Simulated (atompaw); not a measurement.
## What one change does to a pseudopotential (Tl, PAW (atompaw))

| Item | Value |
| --- | --- |
| Element | Tl (Z = 81) |
| Generator | atompaw 4.2.0.5 |
| Type | PAW |
| Functional | PBE |
| Relativity | scalar-relativistic |
| Frozen core | [Xe] 4f14 5d10 |
| Valence charge | 3 |
| Reference configuration | 6s2 6p1 |
| Partial waves | 6s (bound): rc 2.80 bohr; 6s channel at 3.75 Ry: rc 2.80 bohr; 6p (bound): rc 2.80 bohr; 6p channel at 1.35 Ry: rc 2.80 bohr; 6d channel at 0.45 Ry: rc 2.80 bohr; 6d channel at 0.9 Ry: rc 2.80 bohr |
| Local potential | troulliermartins scheme with l = 3 at 1 Ry, radius 2.50 bohr |
| Core correction | smooth core density matched at 2.50 bohr |
| Augmentation charge | sinc compensation charge, radius 2.10 bohr; PAW radius 2.80 bohr; waves and projectors: custom rrkj gramschmidtortho |

All-electron outer shells of the reference configuration (PBE, scalar-relativistic, ld1.x):

```json
{"shell": "5p", "level (eV)": "-76.10", "outermost node (bohr)": "0.50", "outermost maximum (bohr)": "0.91"}
{"shell": "5d", "level (eV)": "-15.49", "outermost node (bohr)": "0.53", "outermost maximum (bohr)": "1.11"}
{"shell": "6s", "level (eV)": "-9.55", "outermost node (bohr)": "1.04", "outermost maximum (bohr)": "2.08"}
{"shell": "6p", "level (eV)": "-2.37", "outermost node (bohr)": "1.23", "outermost maximum (bohr)": "2.91"}
```

Change: wave 6d channel at 0.45 Ry: rc 2.80 bohr becomes 6d channel at 10.41 Ry: rc 2.80 bohr.

Cutoffs: the cutoffs (Ry, on a coarse ladder) from which the occupation-weighted sum of valence levels, in a spherical-Bessel basis at the reference potential, stays within 10 and 1 mRy of its value at 400 Ry; they do not see the model core or the augmentation charge, which bear on the density cutoff.

Problem. What does the change do?

Solution. Both files are so soft that the ladder of cutoffs tells neither apart; the bound ghosts move from d, s to s.

```tsv
quantity	base	changed
cutoff, loose	6 Ry	6 Ry
cutoff, tight	6 Ry	6 Ry
bound ghosts	s, d	s
s: phases at 2.81 bohr within 0.05 rad from the reference energy up to (Ry; the scan ends near 5)	to the end of the scan	to the end of the scan
p: phases at 2.81 bohr within 0.05 rad from the reference energy up to (Ry; the scan ends near 5)	3.3	3.3
d: phases at 2.81 bohr within 0.05 rad from the reference energy up to (Ry; the scan ends near 5)	to the end of the scan	n/a
lowest overlap eigenvalue by channel	s 0.01, p 0.45, d 0.82	s 0.01, p 0.45, d 0.16
```

 A true bound ghost makes a file unfit for plane-wave use even where its test errors are small: the radial tests pick states by their node count and pass the ghost by. The cutoffs see the waves, projectors and local potential, not the compensation charge or the core.
